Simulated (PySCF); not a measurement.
SMILES C([SiH2]C(F)(F)F)#C (C₃H₃F₃Si), PBE/def2-SVP optimised geometry.

```
10

C      1.26    -0.37     0.00
C      0.03    -0.37     0.00
Si    -1.80    -0.38    -0.01
C     -2.42    -1.47    -1.50
F     -2.01    -0.98    -2.70
F     -3.79    -1.49    -1.52
F     -2.00    -2.75    -1.41
H      2.34    -0.37     0.00
H     -2.34     1.00    -0.21
H     -2.34    -1.00     1.24
```

Density from PySCF with PBE/def2-TZVP at that geometry.

Minimum of the electron density along straight lines between bonded atoms, close to the bond critical point (lines longer than 1.1 times the sum of covalent radii, or with two minima, are not listed):

| bond | length / Å | ρ at the minimum / e bohr⁻³ | ∇²ρ there / e bohr⁻⁵ | position (fraction from the first atom) |
|---|---|---|---|---|
| C1–C2 | 1.228 | ? | -1.14 | 0.52 |
| C2–Si3 | 1.829 | 0.119 | 0.29 | 0.60 |
| Si3–C4 | 1.945 | 0.113 | ? | 0.38 |
| C4–F5 | 1.356 | 0.275 | -0.52 | 0.35 |
| C4–F6 | 1.362 | 0.271 | -0.52 | 0.35 |
| C4–F7 | 1.356 | 0.275 | -0.52 | 0.35 |
| C1–H8 | 1.083 | 0.278 | ? | 0.66 |
| Si3–H9 | 1.498 | 0.120 | 0.11 | 0.49 |
| Si3–H10 | 1.498 | 0.120 | 0.11 | 0.49 |

Q: Fill in the missing entries.

A: 
- C1–C2, ρ at the minimum / e bohr⁻³: 0.401
- Si3–C4, ∇²ρ there / e bohr⁻⁵: 0.13
- C1–H8, ∇²ρ there / e bohr⁻⁵: -0.99
